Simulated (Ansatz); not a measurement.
H2MgSe (SMILES [MgH][SeH]) moved off its minimum; all values from Ansatz (a quantum-chemistry and plane-wave program), cores frozen in correlated methods.
(charge 0, multiplicity 1)
```xyz
4

Mg    -0.8907    -0.8747    -1.1475
H     -1.9194    -1.5963    -2.4581
Se     0.3230     0.3097     0.4461
H      0.5490    -0.9456     1.1637
```

Question: Give the forces (eV/Å), the total energy and the dipole at CCSD(T)/def2-TZVPPD.

Answer: 
```tsv
atom	Fx	Fy	Fz
Mg1	-1.191	-0.876	-1.525
H2	0.526	0.303	0.658
Se3	0.613	0.751	0.736
H4	0.051	-0.178	0.132
```
Energy -2600.8805 hartree, dipole 0.92 D.
